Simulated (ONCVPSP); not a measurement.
## S: ONCV pseudisation with PBE, scalar-relativistic reference atom.

```
Element                 : S
Generator               : ONCVPSP 4.0.1
Type                    : optimised norm-conserving Vanderbilt (ONCV)
Functional              : PBE
Relativity              : scalar-relativistic
Frozen core             : [Ne]
Valence charge          : 6
Reference configuration : 3s2 3p2 (charge +2)
Partial waves           : 3s: rc 1.40 bohr, ncon 4, nbas 7, qcut 5.1 1/bohr, 2 projectors, debl 2 Ha; 3p: rc 1.65 bohr, ncon 4, nbas 8, qcut 5.4 1/bohr, 1 projector; d scattering state at 0.02 Ha: rc 1.65 bohr, ncon 4, nbas 8, qcut 5.9 1/bohr, 1 projector
Local potential         : polynomial inside 1.10 bohr (lpopt 4, dvloc0 2 Ha)
Core correction         : Teter function, fcfact 4, rcfact 1.8
```

In the d channel the program set the typed energies aside and used 0.050 Ha.

All-electron outer shells of the reference configuration (PBE, scalar-relativistic, ld1.x):

```csv
shell,level (eV),outermost node (bohr),outermost maximum (bohr)
2s,-237.44,0.13,0.39
2p,-182.31,–,0.33
3s,-39.40,0.60,1.37
3p,-27.98,0.57,1.50
```

Results:

| Item | Value |
| --- | --- |
| Cutoffs needed | 14 Ha and 44 Ha (the cutoffs (Ha) at which the residual kinetic energy of the hardest occupied pseudo-wave falls to 1 and 0.1 mHa per electron) |
| Ghost test | no bound ghost flagged; no localised positive-energy state flagged |
| Largest excitation error | -208 meV (all-electron minus pseudo) for 3s2 3p0, out of 4 test configurations |
| rms error of d²Exc/dni dnj | 2.42 mHa without and 6.74 mHa with the model core |

Generation and tests took about 2.9 s on one core of a shared server CPU.
